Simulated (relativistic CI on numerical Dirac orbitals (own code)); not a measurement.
# Level scheme of Mn XI

These numbers are calculated, not measured: Dirac-Coulomb-Breit CI, KLI orbitals optimised for each configuration, model QED (radiative potential, 1s self-energy scaled to tabulated hydrogen-like ionisation energies), valence Slater integrals scaled by 0.9, P86 correlation estimate, and configurations built on the next ion tied to the tabulated ionisation energy (semi-empirical) (own radial code, finite nucleus).

Configuration list (outside the closed core [Ne]): 3s2 3p3, 3s2 3p2 3d, 3s2 3p2 4s, 3s2 3p2 4p, 3s2 3p2 4d, 3s2 3p2 5s, 3s2 3p2 4f, 3s 3p4, 3p5, 3s2 3p 3d2, 3s 3p3 3d, 3p3 3d2, 3p4 3d, 3s 3p2 3d2, 3s2 3p 3d 4s, 3s2 3p 3d 4p, 3p4 4s, 3p4 4p, 3s 3p2 3d 4s, 3s 3p3 4s, 3s 3p2 3d 4p, 3s 3p3 4p, 3p3 3d 4s, 3s 3p3 4d. Levels of other configurations are missing.

The lowest level is 3s2 3p3 4S°_3/2, with 95 % of that term; Hund's rules for 3s2 3p3 give 4S° with J = 3/2, in agreement.

```
No.         Configuration  Term     J   E (eV)   %  Lifetime (s)
  1               3s2 3p3   4S°   3/2   0.0000  95              
  2               3s2 3p3   2D°   3/2   4.7408  87      3.55e-02
  3               3s2 3p3   2D°   5/2   5.1645  97      7.08e-01
  4               3s2 3p3   2P°   1/2   8.2681  96      6.64e-03
  5               3s2 3p3   2P°   3/2   8.8582  85      2.76e-03
  6           3s 3p4(3P)‡    4P   5/2  32.1541  89      5.77e-10
  7           3s 3p4(3P)‡    4P   3/2  33.1122  89      5.40e-10
  8           3s 3p4(3P)‡    4P   1/2  33.5537  88      5.14e-10
  9           3s 3p4(1D)‡    2D   3/2  39.7359  78      2.45e-10
 10           3s 3p4(1D)‡    2D   5/2  39.9029  79      2.67e-10
 11           3s 3p4(3P)‡    2P   3/2  45.6348  50      9.26e-11
 12           3s 3p4(1S)‡    2S   1/2  45.8919  41      9.03e-11
 13           3s 3p4(1S)‡    2S   1/2  47.4428  42      1.06e-10
 14            3p2(3P) 3d    4F   3/2  50.5393  94      6.91e-09
 15            3p2(3P) 3d    4F   5/2  50.9019  92      1.20e-08
 16            3p2(3P) 3d    4F   7/2  51.4404  92      4.61e-08
 17            3p2(3P) 3d    4F   9/2  52.1279  96      9.91e-03
 18            3p2(1D) 3d    2F   5/2  52.2249  71      9.95e-09
 19            3p2(3P) 3d    4D   1/2  52.4957  96      1.83e-09
 20            3p2(3P) 3d    4D   7/2  52.5812  50      3.69e-08
 21            3p2(3P) 3d    4D   3/2  52.6128  93      1.82e-09
 22            3p2(3P) 3d    4D   5/2  53.0871  66      3.09e-09
 23            3p2(1D) 3d    2F   7/2  54.0644  52      3.47e-05
 24            3p2(1D) 3d    2G   7/2  58.2090  96      4.70e-09
 25            3p2(3P) 3d    2P   3/2  58.4215  53      1.54e-11
 26            3p2(1D) 3d    2G   9/2  58.4831  96      6.40e-03
 27            3p2(3P) 3d    2P   1/2  59.6645  55      1.53e-11
 28            3p2(3P) 3d    4P   5/2  60.1868  86      1.16e-11
 29            3p2(3P) 3d    4P   3/2  60.6297  84      1.14e-11
 30            3p2(3P) 3d    4P   1/2  60.8833  86      1.10e-11
 31            3p2(1S) 3d    2D   3/2  61.7275  89      7.42e-11
 32            3p2(1S) 3d    2D   5/2  62.9095  89      3.58e-11
 33            3p2(1D) 3d    2D   3/2  64.7143  81      1.33e-11
 34            3p2(1D) 3d    2D   5/2  64.7442  86      1.85e-11
 35            3p2(1D) 3d    2S   1/2  66.7468  50      1.58e-11
 36            3p2(1D) 3d    2P   1/2  67.3217  56      1.41e-11
 37            3p2(1D) 3d    2P   3/2  67.7847  91      1.42e-11
 38            3p2(3P) 3d    2F   5/2  67.8152  86      9.27e-12
 39            3p2(3P) 3d    2F   7/2  68.2016  97      9.26e-12
 40            3p2(3P) 3d    2D   5/2  70.8826  84      1.03e-11
 41            3p2(3P) 3d    2D   3/2  71.1778  95      1.06e-11
 42  3s 3p3(4S°)<5S°> 3d‡   6D°   1/2  73.4962  99      3.45e-08
 43  3s 3p3(4S°)<5S°> 3d‡   6D°   3/2  73.5187  99      3.80e-08
 44  3s 3p3(4S°)<5S°> 3d‡   6D°   5/2  73.5554  99      5.24e-08
 45  3s 3p3(4S°)<5S°> 3d‡   6D°   7/2  73.6082  99      9.64e-08
 46  3s 3p3(4S°)<5S°> 3d‡   6D°   9/2  73.6885  99      1.37e-07
 47                  3p5‡   2P°   3/2  74.7285  60      1.21e-10
 48                  3p5‡   2P°   1/2  76.2040  59      1.23e-10
 49  3s 3p3(2D°)<3D°> 3d‡   4D°   5/2  79.6236  89      1.90e-09
 50  3s 3p3(2D°)<3D°> 3d‡   4D°   7/2  79.6568  92      2.44e-09
 51  3s 3p3(2D°)<3D°> 3d‡   4D°   3/2  79.7222  90      1.81e-09
 52  3s 3p3(2D°)<3D°> 3d‡   4D°   1/2  79.8596  94      1.96e-09
 53  3s 3p3(2D°)<3D°> 3d‡   4F°   3/2  80.9366  86      7.69e-10
 54  3s 3p3(2D°)<3D°> 3d‡   4F°   5/2  81.1566  86      7.92e-10
 55  3s 3p3(2D°)<3D°> 3d‡   4F°   7/2  81.4338  87      8.14e-10
 56  3s 3p3(2D°)<3D°> 3d‡   4F°   9/2  81.7943  89      8.50e-10
 57  3s 3p3(2D°)<3D°> 3d‡   2S°   1/2  84.4093  84      3.69e-10
 58  3s 3p3(2D°)<3D°> 3d‡   4G°   5/2  85.2893  92      2.72e-10
 59  3s 3p3(2D°)<3D°> 3d‡   4G°   7/2  85.3762  91      2.78e-10
 60  3s 3p3(2D°)<3D°> 3d‡   4G°   9/2  85.4984  92      2.87e-10
 61  3s 3p3(2D°)<3D°> 3d‡   4G°  11/2  85.6652  94      3.01e-10
 62  3s 3p3(2D°)<3D°> 3d‡   2G°   7/2  88.5492  87      5.59e-10
 63  3s 3p3(2D°)<3D°> 3d‡   2G°   9/2  88.5601  86      5.40e-10
 64  3s 3p3(2P°)<3P°> 3d‡   4D°   1/2  88.7674  90      1.40e-10
 65  3s 3p3(2P°)<3P°> 3d‡   4D°   3/2  88.9687  67      1.26e-10
 66  3s 3p3(2P°)<3P°> 3d‡   4P°   1/2  89.1100  86      2.27e-10
 67  3s 3p3(2P°)<3P°> 3d‡   4D°   5/2  89.2788  48      1.03e-10
 68  3s 3p3(2P°)<3P°> 3d‡   4P°   3/2  89.3357  67      1.38e-10
 69  3s 3p3(2P°)<3P°> 3d‡   4P°   5/2  89.9581  48      1.09e-10
 70  3s 3p3(2P°)<3P°> 3d‡   2D°   3/2  90.2035  75      1.40e-10
```

Energies count from the lowest computed level; ° marks odd parity; lifetimes are radiative, by E1, M1, E2, M2, E3 decay to levels of this space only. Percentages are summed over parent terms; the parents shown are those of the largest component, closed shells are left out there, and <> holds an intermediate term. ‡ marks configurations that were not tied to measured data.

The mean weight of the leading LS term, summed over parents, in these 70 levels is 82 %, and that of the leading jj configuration (from the same eigenvectors) 51 %, so LS coupling describes them better.

Configurations that consist of the next ion and one excited electron were tied to the tabulated ionisation energy; Rydberg ones are usually within 1,000 to 3,000 cm⁻¹ and the lowest ones within about 6,000 (9,000 in d shells), while levels on excited terms of the next ion carry the error of that term, and the other configurations can be misplaced by 10,000 cm⁻¹ or more. Rates follow the energies as ν³ (E1, M1) or ν⁵ (E2), so rates, branching and lifetimes can be off by large factors.

LS names give the leading component of a level, which can be under half, so a name can repeat, a term be missing and a line seem to break the LS rules.
